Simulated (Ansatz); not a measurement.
Wavefunction ladder for F₂H₃SSi₂ (`F[SiH](F)S[SiH2]`) radical

Cartesian coordinates in Å:
```
F 0.756 -1.127 -1.365
Si 0.976 -1.037 0.203
F 0.053 -2.159 0.833
S 0.465 0.872 0.926
Si -1.415 1.136 -0.079
H 2.379 -1.335 0.524
H -1.227 1.273 -1.548
H -1.987 2.377 0.506
```

Charge 0, multiplicity 2. All single points use the PBE0-D4/def2-TZVP geometry. It is one conformer, not always the lowest. Frozen core, unrestricted reference, Ansatz 0.2.0. CBS rows extrapolate triple and quadruple zeta; past MP2 they add the triple-zeta difference.

```
     basis      HF (Eh)  MP2 corr.  CCSD corr.       (T)  CCSD(T) total
  def2-SVP  -1175.68997   -0.66929    -0.71106  -0.01501    -1176.41604
def2-TZVPP  -1176.30833   -0.88921    -0.92835  -0.03274    -1177.26942
def2-QZVPP  -1176.34760   -0.97212           –         –              –
 CBS(def2)  -1176.35301   -1.03353    -1.07267     as TZ    -1177.45842
```
